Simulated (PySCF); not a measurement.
PySCF input for C₃H₄ClFSi, SMILES C#C[Si@H](Cl)CF, PBE0/pcSseg-1. Coordinates come from a PBE-D3(BJ)/def2-SVP optimisation. The structure was generated by enumeration; whether it is a known compound was not checked. Other conformers were not sampled.

```python
import numpy as np
from pyscf import gto, scf, dft
from pyscf.prop.nmr import rks as nmr

mol = gto.M(
    atom='''
    C     2.39789498   -0.05492732   -1.60615251
    C     1.46720213    0.11496782   -0.82241739
    Si    0.05787492    0.37151149    0.31465201
    Cl    0.06901507   -1.09256993    1.79994162
    C    -1.58509609    0.19374371   -0.63073413
    F    -1.66208401    1.20724914   -1.58336054
    H     3.21974461   -0.20351103   -2.29529999
    H     0.16386673    1.71918201    0.95510967
    H    -1.64199821   -0.80004366   -1.12972684
    H    -2.44636833    0.26895298    0.07185079
    ''',
    basis='pcSseg-1',
    charge=0,
    spin=0,
    max_memory=1600,
    verbose=3,
)
mf = dft.RKS(mol, xc='pbe0')
mf.grids.level = 3
mf.conv_tol = 1e-10
mf.max_cycle = 100
mf.kernel()
n = nmr.NMR(mf)
n.verbose = 2
n.max_cycle_cphf = 60
sigma = n.kernel()
print('atom   isotropic/ppm   span/ppm')
for i, s in enumerate(sigma):
    w = np.linalg.eigvalsh((s + s.T) / 2)
    print(f'{mol.atom_symbol(i):2s}{i + 1:3d} {w.mean():14.3f} {w[2] - w[0]:11.3f}')
```

Log of the run:

```
converged SCF energy = -965.675984777422
atom   isotropic/ppm   span/ppm
C   1         75.678     248.711
C   2         98.394     289.404
Si  3        378.451      52.423
Cl  4        960.830     127.983
C   5        104.483     113.578
F   6        463.073      65.891
H   7         28.363      14.315
H   8         25.894       8.368
H   9         26.438       6.665
H  10         26.558       7.296
```

Self-consistency was reached.

Cost: around 30 core-seconds (rough).
